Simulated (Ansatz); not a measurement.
Geometry optimisation, DFT PBE-D3(BJ), scalar-relativistic, plane waves, PAW in Ansatz 0.2.0.

input.yaml

```yaml
accuracy: low
crystal:
  lattice:
    - [7.587421, 0.0, 0.0]
    - [0.0, 7.587421, 0.0]
    - [0.0, 0.0, 7.587421]
  atoms:
    - { symbol: H, position: [0.6609303, 0.195671, 0.0808511] }
    - { symbol: H, position: [0.6303544, 0.2046413, -0.0109313] }
    - { symbol: H, position: [0.22407, 0.3867765, 0.6692996] }
    - { symbol: H, position: [0.2346729, 0.4692105, 0.6189848] }
    - { symbol: H, position: [0.3970857, 0.3125594, 0.2857189] }
    - { symbol: H, position: [0.3146769, 0.2765586, 0.2489484] }
    - { symbol: H, position: [0.6180586, 0.3120571, 0.3236234] }
    - { symbol: H, position: [0.5948514, 0.4000086, 0.2894867] }
    - { symbol: H, position: [0.5515723, 0.8224955, 0.3195604] }
    - { symbol: H, position: [0.4603631, 0.810138, 0.2884553] }
    - { symbol: H, position: [0.1912356, 0.8984055, 0.4825894] }
    - { symbol: H, position: [0.2633423, 0.9019817, 0.5476062] }
    - { symbol: O, position: [0.6820432, 0.8323207, 1.050267] }
    - { symbol: C, position: [0.554313, 0.7918686, 0.9613416] }
    - { symbol: H, position: [0.5598031, 0.6862305, 0.8614772] }
    - { symbol: H, position: [0.4258053, 0.858547, 0.9755615] }
    - { symbol: O, position: [0.8985091, 0.0025607, 0.7172341] }
    - { symbol: C, position: [0.8769393, 0.117611, 0.6069742] }
    - { symbol: H, position: [0.8580425, 0.2571842, 0.6433702] }
    - { symbol: H, position: [0.875062, 0.0888434, 0.4643862] }
    - { symbol: O, position: [0.0143668, 0.4972839, 1.0229783] }
    - { symbol: C, position: [0.0232079, 0.3665797, 0.9297189] }
    - { symbol: H, position: [0.0163651, 0.3743773, 0.7846161] }
    - { symbol: H, position: [0.0385657, 0.2329, 0.985003] }
    - { symbol: O, position: [0.2510911, 0.6286545, 0.2640677] }
    - { symbol: C, position: [0.1361575, 0.7375262, 0.2358487] }
    - { symbol: H, position: [0.0551752, 0.7940928, 0.3426406] }
    - { symbol: H, position: [0.1064465, 0.7858146, 0.1018788] }
    - { symbol: O, position: [0.7123303, 0.4462976, 0.9247895] }
    - { symbol: C, position: [0.6718399, 0.4404705, 0.7692721] }
    - { symbol: H, position: [0.6557397, 0.5606448, 0.6888896] }
    - { symbol: H, position: [0.6489436, 0.314684, 0.6998749] }
    - { symbol: O, position: [0.243305, 0.1097238, 0.8410377] }
    - { symbol: C, position: [0.2932392, 0.1287586, 0.9927062] }
    - { symbol: H, position: [0.3877207, 0.2326572, 1.0306638] }
    - { symbol: H, position: [0.2468497, 0.0431926, 1.1008215] }
basis:
  ecutwfc: 420.0
kpoints:
  mp_grid: { grid: [1, 1, 1] }
hamiltonian:
  xc: pbe
  dispersion: d3bj
scf:
  occupations: { method: fermi_dirac, width: 0.02 }
  lower_state_search: "off"
relax:
  f_tol: 0.3
  max_steps: 15
  adjacent_minimum: "off"
output:
  write_density: true
  write_potential: true
  elf: true
  volumetric_format: npy
```

Run as:

```bash
$ ansatz run input.yaml --threads 1 --pin off --max-ram 3072MiB --backend cpu --events-out ev --progress --plain --runs-dir out
```

Q: Where does it end, and by what steps?

A: It converged. The threshold is loose, so the end isn't yet a minimum. Limits of this set-up: coarse k mesh, low accuracy level. After 12 steps the energy has fallen by 3.334 eV; H2 moved furthest, 1.72 Å.

```
step  energy less start (eV)  largest force component (eV/Å)  accepted
   0                  0.0000                           1.458       yes
   1                 -1.0302                           0.988       yes
   2                 -1.6632                           1.055       yes
   3                 -1.9925                           1.202       yes
   4                 -2.3460                           1.152       yes
   5                 -2.6010                           0.761       yes
   6                 -2.7802                           0.564       yes
   7                 -2.8705                           0.549       yes
   8                 -2.9880                           0.380       yes
   9                 -3.0506                           0.643       yes
  10                 -3.0583                           1.138       yes
  11                 -3.2505                           0.527       yes
  12                 -3.3344                           0.288       yes
```

```xyz
36
Lattice="7.5874 0.0000 0.0000 0.0000 7.5874 0.0000 0.0000 0.0000 7.5874" Properties=species:S:1:pos:R:3
H 4.598 0.864 2.009
H 4.641 1.516 1.628
H 1.315 3.807 5.097
H 1.333 4.464 4.733
H 2.291 2.506 2.613
H 1.798 1.951 2.757
H 5.564 3.555 2.302
H 5.189 4.206 2.423
H 4.604 6.327 3.625
H 3.990 6.129 3.222
H 1.583 6.778 3.683
H 1.764 7.132 4.325
O 6.245 6.529 8.111
C 5.207 6.229 7.549
H 5.181 5.500 6.713
H 4.229 6.648 7.879
O 6.243 0.096 4.893
C 6.676 0.585 3.868
H 7.051 1.638 3.831
H 6.709 0.024 2.904
O -0.221 2.978 8.227
C -0.549 2.210 7.338
H -0.302 2.399 6.268
H -1.088 1.260 7.547
O 2.527 5.018 1.452
C 1.360 5.274 1.224
H 0.570 5.218 2.008
H 1.005 5.593 0.220
O 4.731 3.148 6.206
C 4.278 3.123 5.077
H 4.012 4.059 4.530
H 4.106 2.167 4.530
O 2.340 1.009 6.124
C 2.505 1.225 7.307
H 2.996 2.152 7.672
H 2.162 0.503 8.086
```

Whether the end is a true minimum wasn't checked by a vibrational analysis.

Time of the run: 50 s on 1 thread of Arm Neoverse V1 (shared host), peak memory 0.44 GiB.
